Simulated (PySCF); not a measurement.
GaH3, SMILES [GaH3].

Coordinates come from a PBE0-D3(BJ)/def2-TZVPD optimisation. The isomer is the one that the SMILES or the coordinates give; other isomers of the formula were not compared.

Two levels are set side by side: TDDFT-PBE/def2-TZVPD (PySCF) and TDDFT-ωB97X/def2-TZVPD (PySCF). Vertical, same geometry. The lowest singlet is HOMO→LUMO 100 % with PBE and HOMO→LUMO 99 % with the other functional; states are paired by order. Differences are taken from unrounded values.

| quantity | TDDFT-PBE |
|---|---|
| lowest singlet excitation (eV) | 4.85 |
| lowest triplet excitation (TDA) (eV) | 4.38 |
| first bright state (f over 0.05) (eV) | 7.35 |
| its oscillator strength | 0.17 |

**Question.** These are the TDDFT-PBE values. What does TDDFT-ωB97X give? (The exact figures need the calculation; the answer reports its results.)

**Answer.** 
| quantity | TDDFT-ωB97X | TDDFT-PBE minus TDDFT-ωB97X |
|---|---|---|
| lowest singlet excitation (eV) | 5.33 | -0.49 |
| lowest triplet excitation (TDA) (eV) | 4.99 | -0.61 |
| first bright state (f over 0.05) (eV) | 8.35 | -1.00 |
| its oscillator strength | 0.29 | -0.13 |

Functionals without exact exchange tend to place singlet excitations lower, as here. Differences between two approximate levels are no errors against the true value.

Rough cost on one machine, each run with all the roots and properties that it gave: TDDFT-ωB97X against TDDFT-PBE about 3 times.
